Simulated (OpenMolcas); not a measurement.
**How basis sets differ on CH4F2Si (SMILES C[SiH](F)F)**

CH4F2Si: 8 atoms, total charge 0, spin state singlet. As SMILES, `C[SiH](F)F`. The coordinates come from a PBE0-D4/def2-TZVP relaxation.

Each level gives the dipole moment (D). The values are calculated.

```json
{"level": "HF/ANO-R0 (sfX2C)", "kind": "Hartree–Fock", "program": "OpenMolcas", "value (D)": "1.14", "CPU time": "5 s"}
{"level": "HF/STO-3G", "kind": "Hartree–Fock", "program": "OpenMolcas", "value (D)": "1.45", "CPU time": "4.3 s"}
{"level": "HF/3-21G", "kind": "Hartree–Fock", "program": "OpenMolcas", "value (D)": "2.68", "CPU time": "4.5 s"}
{"level": "HF/ANO-RCC-VDZP (DKH2, RICD fitting)", "kind": "Hartree–Fock", "program": "OpenMolcas", "value (D)": "2.64", "CPU time": "6.7 s"}
{"level": "HF/cc-pVDZ", "kind": "Hartree–Fock", "program": "OpenMolcas", "value (D)": "2.46", "CPU time": "9.8 s"}
```

The values span 1.14 to 2.68 D. Magnitudes only. Sets without polarisation functions give poor dipoles. Times are those of the runs behind each value, whatever else they computed, on shared processors of several kinds: orders of magnitude only.
